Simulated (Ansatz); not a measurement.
Born–Oppenheimer molecular dynamics of ClF₃H₄OW (10 atoms, charge 0, multiplicity 1). It starts at the highest image of a converged band. Of that band: The profile has 2 maxima (images 1, 6) with wells between them (image 2): this band takes more than one step, which may be the mechanism or a detour left from its start path. A vibrational analysis at the climbing image gives one clearly imaginary mode, 200i cm⁻¹: a first-order saddle point.

Computed with RKS B3LYP-D4/def2-SVP (Ansatz 0.2.0).

| Item | Value |
| --- | --- |
| ensemble | NVE (velocity Verlet) |
| time step | 0.5 fs |
| steps asked | 200 |
| starting velocities drawn for | 100 K |
| seed | 11536 |

Frames 5 fs apart, positions in Å, forces in eV/Å.

Velocities at 40 fs (Å/ps):

```
W -0.03 0.41 -0.53
F -0.35 2.23 6.65
F -0.94 -1.03 -0.97
F -0.09 0.11 4.16
O 1.67 -4.41 -4.33
H 0.93 2.03 -5.70
H -10.77 0.33 14.89
H -7.12 -4.07 -4.20
Cl 0.61 -0.86 -0.85
H 0.36 2.88 4.56
```

```xyz
10
Properties=species:S:1:pos:R:3:forces:R:3 time_fs=40 energy_less_start_eV=-0.032 T=131
W 0.147 0.362 -0.243 -0.30 -0.47 0.17
F 0.307 0.113 2.854 0.10 0.20 0.36
F 1.557 -0.758 -0.766 -0.12 0.17 -0.11
F -0.632 2.008 -0.690 -0.23 0.46 0.05
O -1.669 0.108 0.313 0.61 0.01 -0.59
H -1.881 -0.681 0.826 -0.01 -0.14 0.20
H 0.184 -0.868 0.905 -0.15 -0.03 0.06
H -0.285 -0.005 -1.844 0.09 0.01 0.03
Cl 1.749 1.733 0.819 0.19 -0.09 -0.21
H 1.020 0.690 2.657 -0.17 -0.11 0.03
10
Properties=species:S:1:pos:R:3:forces:R:3 time_fs=45 energy_less_start_eV=-0.054 T=152
W 0.147 0.363 -0.246 -0.26 -0.89 0.39
F 0.305 0.125 2.889 -0.22 -0.05 0.46
F 1.551 -0.762 -0.771 -0.16 0.14 -0.02
F -0.634 2.012 -0.669 -0.19 0.45 -0.02
O -1.657 0.087 0.287 -0.07 -0.41 -0.19
H -1.879 -0.697 0.827 0.14 0.36 -0.16
H 0.128 -0.851 0.961 0.24 0.26 -0.39
H -0.305 -0.020 -1.849 0.15 0.07 0.16
Cl 1.752 1.728 0.814 0.22 -0.08 -0.16
H 1.009 0.696 2.681 0.16 0.14 -0.07
10
Properties=species:S:1:pos:R:3:forces:R:3 time_fs=50 energy_less_start_eV=-0.088 T=186
W 0.146 0.364 -0.248 0.06 0.04 0.01
F 0.303 0.138 2.930 0.10 0.20 0.29
F 1.544 -0.764 -0.777 -0.08 0.05 0.01
F -0.638 2.021 -0.649 -0.14 0.37 -0.03
O -1.645 0.063 0.255 -0.27 0.18 -0.50
H -1.861 -0.679 0.825 -0.12 -0.35 0.31
H 0.121 -0.790 0.947 0.32 -0.27 0.20
H -0.294 -0.021 -1.828 0.03 -0.02 -0.21
Cl 1.758 1.723 0.808 0.26 -0.08 -0.09
H 1.006 0.712 2.697 -0.16 -0.12 0.02
10
Properties=species:S:1:pos:R:3:forces:R:3 time_fs=55 energy_less_start_eV=-0.135 T=231
W 0.145 0.364 -0.250 0.08 0.42 -0.30
F 0.300 0.152 2.975 -0.11 0.04 0.30
F 1.535 -0.766 -0.783 0.07 -0.01 -0.02
F -0.644 2.035 -0.628 0.03 0.15 0.00
O -1.637 0.037 0.220 -0.53 -0.68 0.32
H -1.852 -0.682 0.847 0.04 0.30 -0.30
H 0.185 -0.778 0.967 0.11 -0.15 0.17
H -0.275 -0.023 -1.844 0.01 0.01 -0.07
Cl 1.765 1.717 0.801 0.24 -0.12 -0.06
H 0.990 0.720 2.710 0.05 0.04 -0.05
10
Properties=species:S:1:pos:R:3:forces:R:3 time_fs=60 energy_less_start_eV=-0.149 T=244
W 0.145 0.365 -0.252 -0.12 0.30 -0.19
F 0.297 0.167 3.024 -0.07 0.10 0.24
F 1.527 -0.768 -0.789 0.19 -0.02 -0.08
F -0.649 2.050 -0.608 0.22 -0.15 0.03
O -1.637 0.004 0.186 -0.10 -0.25 0.02
H -1.848 -0.665 0.846 -0.15 -0.27 0.16
H 0.274 -0.794 1.016 -0.20 0.39 -0.35
H -0.253 -0.022 -1.873 0.02 0.08 0.23
Cl 1.773 1.711 0.794 0.18 -0.17 -0.04
H 0.975 0.729 2.715 0.02 0.00 -0.01
10
Properties=species:S:1:pos:R:3:forces:R:3 time_fs=65 energy_less_start_eV=-0.175 T=269
W 0.144 0.367 -0.255 -0.29 1.11 -0.41
F 0.292 0.184 3.076 0.07 0.20 0.07
F 1.522 -0.770 -0.796 0.26 -0.04 -0.08
F -0.652 2.064 -0.587 0.29 -0.34 0.08
O -1.638 -0.034 0.154 0.04 -0.54 0.36
H -1.867 -0.677 0.847 -0.05 0.01 -0.15
H 0.319 -0.737 1.004 -0.31 -0.04 0.13
H -0.230 -0.007 -1.861 -0.09 -0.06 -0.08
Cl 1.783 1.703 0.787 0.17 -0.20 -0.01
H 0.960 0.736 2.719 -0.10 -0.11 0.08
10
Properties=species:S:1:pos:R:3:forces:R:3 time_fs=70 energy_less_start_eV=-0.204 T=298
W 0.143 0.370 -0.258 -0.54 1.32 -0.52
F 0.288 0.202 3.129 -0.19 -0.02 0.15
F 1.520 -0.772 -0.803 0.17 0.02 0.03
F -0.651 2.074 -0.565 0.28 -0.46 0.10
O -1.639 -0.080 0.127 0.18 -0.36 0.23
H -1.903 -0.698 0.829 0.01 0.02 -0.13
H 0.296 -0.687 1.018 -0.15 -0.29 0.31
H -0.226 -0.006 -1.863 -0.11 -0.11 -0.13
Cl 1.794 1.694 0.780 0.16 -0.23 0.02
H 0.940 0.733 2.732 0.18 0.12 -0.05
10
Properties=species:S:1:pos:R:3:forces:R:3 time_fs=75 energy_less_start_eV=-0.225 T=318
W 0.141 0.374 -0.262 -0.78 0.24 -0.05
F 0.283 0.222 3.183 0.13 0.23 -0.08
F 1.520 -0.774 -0.811 -0.03 0.17 0.18
F -0.647 2.077 -0.542 0.23 -0.48 0.06
O -1.637 -0.130 0.102 0.33 0.16 -0.33
H -1.940 -0.726 0.795 -0.03 -0.21 0.21
H 0.240 -0.685 1.083 0.11 0.25 -0.42
H -0.244 -0.027 -1.885 0.01 0.03 0.24
Cl 1.806 1.683 0.772 0.15 -0.25 0.05
H 0.936 0.735 2.748 -0.13 -0.13 0.15
10
Properties=species:S:1:pos:R:3:forces:R:3 time_fs=80 energy_less_start_eV=-0.241 T=333
W 0.138 0.379 -0.266 -0.72 0.00 -0.06
F 0.278 0.243 3.237 -0.12 0.01 0.03
F 1.520 -0.774 -0.816 -0.13 0.25 0.23
F -0.640 2.075 -0.519 0.04 -0.23 0.02
O -1.631 -0.180 0.075 0.04 -0.14 0.08
H -1.970 -0.772 0.774 0.26 0.27 -0.28
H 0.209 -0.643 1.073 0.28 0.01 -0.07
H -0.262 -0.046 -1.865 0.03 0.00 0.01
Cl 1.819 1.671 0.765 0.18 -0.24 0.08
H 0.928 0.728 2.783 0.14 0.08 -0.03
10
Properties=species:S:1:pos:R:3:forces:R:3 time_fs=85 energy_less_start_eV=-0.243 T=336
W 0.135 0.384 -0.270 -0.50 -0.10 -0.32
F 0.273 0.265 3.291 0.03 0.10 -0.13
F 1.518 -0.771 -0.819 -0.12 0.28 0.20
F -0.632 2.070 -0.495 -0.20 0.15 -0.02
O -1.623 -0.229 0.045 0.44 0.44 -0.48
H -1.964 -0.799 0.737 -0.08 -0.27 0.39
H 0.239 -0.603 1.051 0.18 -0.32 0.44
H -0.273 -0.066 -1.843 0.04 -0.05 -0.25
Cl 1.834 1.657 0.759 0.20 -0.22 0.11
H 0.935 0.726 2.823 0.00 -0.02 0.06
10
Properties=species:S:1:pos:R:3:forces:R:3 time_fs=90 energy_less_start_eV=-0.251 T=343
W 0.130 0.389 -0.274 -0.24 -1.15 0.07
F 0.267 0.288 3.343 0.09 0.13 -0.17
F 1.515 -0.764 -0.818 -0.02 0.25 0.12
F -0.627 2.067 -0.471 -0.35 0.45 -0.07
O -1.609 -0.275 0.013 0.19 -0.09 0.34
H -1.948 -0.841 0.733 0.19 0.26 -0.25
H 0.310 -0.614 1.103 -0.09 0.26 -0.29
H -0.273 -0.092 -1.867 0.14 0.15 0.09
Cl 1.849 1.641 0.753 0.15 -0.20 0.10
H 0.947 0.723 2.874 -0.06 -0.05 0.07
10
Properties=species:S:1:pos:R:3:forces:R:3 time_fs=95 energy_less_start_eV=-0.246 T=338
W 0.126 0.392 -0.278 0.13 -0.93 -0.05
F 0.262 0.312 3.394 -0.14 -0.02 -0.04
F 1.511 -0.755 -0.817 0.16 0.12 0.04
F -0.626 2.070 -0.448 -0.44 0.58 -0.08
O -1.592 -0.320 -0.018 0.35 0.18 0.09
H -1.909 -0.858 0.717 -0.09 -0.09 0.18
H 0.362 -0.581 1.106 -0.27 0.12 -0.21
H -0.243 -0.087 -1.879 0.07 0.13 0.08
Cl 1.866 1.625 0.748 0.07 -0.19 0.09
H 0.958 0.718 2.933 0.16 0.09 -0.10
```

Of the whole run (100 fs, mean temperature of the second half 296 K): The conserved energy stayed within 0.023 meV per atom of its start (net change 0.016 meV per atom), so the integration is sound. The kinetic energy rose, since the run started high on the potential surface and went downhill. It ends in pieces (ClF2H3OW + FH), so much of that is their flight and rotation, not heat. A run of 0.1 ps of so small a system gives no equilibrium averages. The orbitals stay closed-shell, which can raise the energy where a bond breaks towards radicals; this wasn't checked here.

The run took 8 min on 4 threads of AMD EPYC 7R43 64-Core Processor (Zen 3), on a shared host, peak memory 0.35 GiB.
